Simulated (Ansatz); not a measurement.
Mulliken charges of `O[SiH](O)[SiH3]` from B3LYP/def2-TZVPP in Ansatz (PBE0-D4/def2-TZVP geometry).

```json
{"atom": "O1", "x (Å)": "-1.306", "y (Å)": "0.375", "z (Å)": "-1.446", "charge (e)": "-0.386"}
{"atom": "Si2", "x (Å)": "0.054", "y (Å)": "0.591", "z (Å)": "-0.541", "charge (e)": "0.580"}
{"atom": "O3", "x (Å)": "1.409", "y (Å)": "0.006", "z (Å)": "-1.274", "charge (e)": "-0.389"}
{"atom": "Si4", "x (Å)": "-0.051", "y (Å)": "-0.556", "z (Å)": "1.500", "charge (e)": "0.110"}
{"atom": "H5", "x (Å)": "-1.595", "y (Å)": "-0.526", "z (Å)": "-1.603", "charge (e)": "0.187"}
{"atom": "H6", "x (Å)": "0.129", "y (Å)": "2.068", "z (Å)": "-0.397", "charge (e)": "-0.108"}
{"atom": "H7", "x (Å)": "1.698", "y (Å)": "0.433", "z (Å)": "-2.083", "charge (e)": "0.185"}
{"atom": "H8", "x (Å)": "-0.270", "y (Å)": "-2.009", "z (Å)": "1.255", "charge (e)": "-0.064"}
{"atom": "H9", "x (Å)": "-1.188", "y (Å)": "-0.046", "z (Å)": "2.313", "charge (e)": "-0.058"}
{"atom": "H10", "x (Å)": "1.205", "y (Å)": "-0.388", "z (Å)": "2.279", "charge (e)": "-0.057"}
```

By hand: the dipole of these point charges (1 e Å = 4.8032 D).

Σ q r = (0.001, 0.046, -0.082) e Å, of length 0.094 e Å = 0.45 D.

How does the dipole of the full density compare? (Estimate.)

Computed: (0.021, -0.075, -0.221) e Å, 1.13 D; the point charges give 0.40 times that, at 48° from its direction.

Point charges leave out the atoms' own dipoles, such as those of lone pairs, and Mulliken's split depends on the basis, so the two needn't agree.

B3LYP here is the variant with VWN-RPA as its local correlation; programs differ in this.
